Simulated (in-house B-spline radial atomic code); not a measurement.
Configurations of the iridium ion Ir⁶⁺, with energies counted from [Xe] 4f14 5d3. Computed with an all-electron radial atomic-structure program (B-spline basis): Dirac-Hartree-Fock, average of configuration, Fermi nucleus of rms radius 5.4032 fm. Energies include first-order Breit, QED and recoil terms.

Occupations are held fixed; configurations that lie above the ionisation limit could autoionise.

| configuration | E - E(ref) (eV) | highest orbital | its <r> (bohr) |
| --- | --- | --- | --- |
| [Xe] 4f14 5d2 7s1 | 47.624 | 7s1/2 | 3.688 |
| [Xe] 4f14 5d2 7p1 | 52.854 | 7p3/2 | 4.176 |
| [Xe] 4f14 5d2 5g1 | 60.124 | 5g7/2 | 3.843 |
| [Xe] 4f14 5d2 8f1 | 73.044 | 8f7/2 | 9.381 |
| [Xe] 4f14 5d2 8g1 | 76.482 | 8g7/2 | 12.08 |
| [Xe] 4f13 5d3 9s1 | 139.45 | 9s1/2 | 8.065 |
| [Xe] 4f13 5d3 8g1 | 146.69 | 8g7/2 | 12.05 |

(1) Order these further configurations by energy, lowest first.
A. [Xe] 4f13 5d3 6s1
B. [Kr] 4d10 4f14 5s2 5p5 5d3 9f1
C. [Xe] 4f14 5d2 6p1
D. [Xe] 4f13 5d3 9g1
E. [Kr] 4d10 4f14 5s2 5p5 5d3 5f1

(2) How far above the reference does [Xe] 4f13 5d4 lie?

(3) How far above the reference does [Xe] 4f13 5d3 6g1 lie?

(4) How far above the reference does [Xe] 4f13 5d3 7g1 lie?

Answers

(1) C (28.4 eV), A (85.35 eV), E (99.626 eV), B (133.36 eV), D (148.92 eV).

(2) 67.563 eV; its least bound orbital is 5d5/2 with <r> = 1.363 bohr.

(3) 138.49 eV; its least bound orbital is 6g7/2 with <r> = 6.131 bohr.

(4) 143.46 eV; its least bound orbital is 7g7/2 with <r> = 8.874 bohr.
